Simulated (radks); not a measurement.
Results of a calculation; reference values are marked as such.
The cerium ion Ce17+, configuration [Kr] 4d5. Code: a radial shooting solver on a logarithmic mesh with Libxc functionals. Model: Dirac Kohn-Sham, PBEsol, spin-unpolarised, spherical densities, finite nucleus; open shells fill j = l - 1/2 first; Fermi nuclear charge, rms radius 4.8771 fm.

Radial electron density D(r) = 4 pi r^2 rho(r):

| r (bohr) | D(r) (e/bohr) |
|---|---|
| 0.001287 | 4.277 |
| 0.001676 | 6.597 |
| 0.002183 | 10.04 |
| 0.002842 | 15.00 |
| 0.003701 | 21.91 |
| 0.004858 | 31.36 |
| 0.006326 | 42.71 |
| 0.008237 | 55.31 |
| 0.01073 | 67.21 |
| 0.01397 | 75.52 |
| 0.01833 | 77.56 |
| 0.02387 | 73.41 |
| 0.03108 | 68.49 |
| 0.04047 | 71.22 |
| 0.0527 | 84.69 |
| 0.06862 | 98.26 |
| 0.09007 | 94.90 |
| 0.1173 | 77.84 |
| 0.1527 | 72.98 |
| 0.1989 | 83.98 |
| 0.259 | 76.48 |
| 0.3372 | 44.72 |
| 0.4426 | 27.91 |
| 0.5763 | 29.42 |
| 0.7504 | 20.34 |
| 0.9771 | 6.473 |
| 1.272 | 0.8453 |
| 1.657 | 0.03840 |
| 2.175 | 0.0003946 |

D(r) has 4 maxima, at r = 0.0172, 0.0755, 0.215, 0.563 bohr, and minima at 0.0334, 0.141, 0.457 bohr, inside which lie 2.02, 11.14, 29.24 electrons.
